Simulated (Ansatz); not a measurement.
Geometry optimisation, Ansatz, RKS B3LYP-D4/def2-TZVP.

The input (input.yaml):

```yaml
crystal:
  periodic: [false, false, false]
  atoms:
    - { symbol: W, position_ang: [0.235373, 0.245314, -0.379396] }
    - { symbol: H, position_ang: [0.211187, 0.221124, 2.537057] }
    - { symbol: H, position_ang: [1.398232, -0.648365, 0.412827] }
    - { symbol: H, position_ang: [-0.675849, 1.394598, 0.412589] }
    - { symbol: H, position_ang: [-1.38207, -0.131846, -0.023328] }
    - { symbol: H, position_ang: [-0.119228, -1.376034, -0.017641] }
    - { symbol: H, position_ang: [0.330884, 0.341991, -2.090794] }
    - { symbol: Cl, position_ang: [1.840112, 1.876503, 0.243383] }
    - { symbol: H, position_ang: [0.642459, 0.661315, 2.179404] }
basis:
  gaussian: { orbitals: def2-TZVP }
hamiltonian:
  xc: b3lyp
  dispersion: d4
relax:
  f_tol: 0.03
  max_steps: 50
```

Command:

```bash
$ ansatz run input.yaml --threads 4 --pin off --max-ram 5120MiB --backend cpu --events-out ev --progress --plain --runs-dir out
```

**Question.** Where does it end, and by what steps?

**Answer.** The run converged. After 15 steps the energy has fallen by 1.373 eV; H2 moved furthest, 1.54 Å. Joined: W1–H2 (2.92 → 1.87 Å), W1–H9 (2.62 → 1.86 Å).

| step | energy less start (eV) | largest force component (eV/Å) | accepted |
| --- | --- | --- | --- |
| 0 | 0.0000 | 0.962 | yes |
| 1 | -0.0774 | 0.766 | yes |
| 2 | -0.1028 | 0.275 | yes |
| 3 | -0.1265 | 0.226 | yes |
| 4 | -0.1560 | 0.211 | yes |
| 5 | -0.1822 | 0.733 | yes |
| 6 | -0.2181 | 0.279 | yes |
| 7 | -0.2510 | 0.342 | yes |
| 8 | -0.4726 | 0.831 | yes |
| 9 | -0.8259 | 0.797 | yes |
| 10 | -1.1612 | 0.803 | yes |
| 11 | -1.3409 | 0.253 | yes |
| 12 | -1.3672 | 0.354 | yes |
| 13 | -1.3723 | 0.119 | yes |
| 14 | -1.3726 | 0.073 | yes |
| 15 | -1.3731 | 0.011 | yes |

```xyz
9
Properties=species:S:1:pos:R:3
W 0.568 0.583 0.167
H -0.459 -0.460 1.329
H 1.662 -0.367 1.054
H -0.400 1.664 1.052
H -1.110 0.347 0.029
H 0.356 -1.098 0.031
H -0.083 -0.078 -1.225
Cl 1.937 1.973 -1.013
H 0.010 0.020 1.851
```

Whether the end is a true minimum wasn't checked by a vibrational analysis.

Run time: 23 s on 4 threads of Arm Neoverse V1, on a shared host, peak memory 0.23 GiB.
